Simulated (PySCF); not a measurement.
Harmonic spectrum computed at PBE0 in the def2-SVP basis family (core potentials from Rb on, PySCF, no spin–orbit coupling):

```json
{"symmetry": "e", "ω (cm⁻¹)": "67", "IR (km/mol, summed over degenerate members)": "0.0"}
{"symmetry": "a1", "ω (cm⁻¹)": "94", "IR (km/mol, summed over degenerate members)": "0.0"}
{"symmetry": "a1", "ω (cm⁻¹)": "229", "IR (km/mol, summed over degenerate members)": "3.1"}
{"symmetry": "e", "ω (cm⁻¹)": "234", "IR (km/mol, summed over degenerate members)": "84.7"}
```

Question: Which molecule gave it? In each, all ligands are bound to the one heavy central atom.
A. SbI₃ (singlet)
B. PbI₃ (doublet)
C. InI₃ (singlet)
D. AsI₃ (singlet)
E. ScI₃ (singlet)

Answer: D. It has C3v symmetry with As–I 2.566 Å (×3).
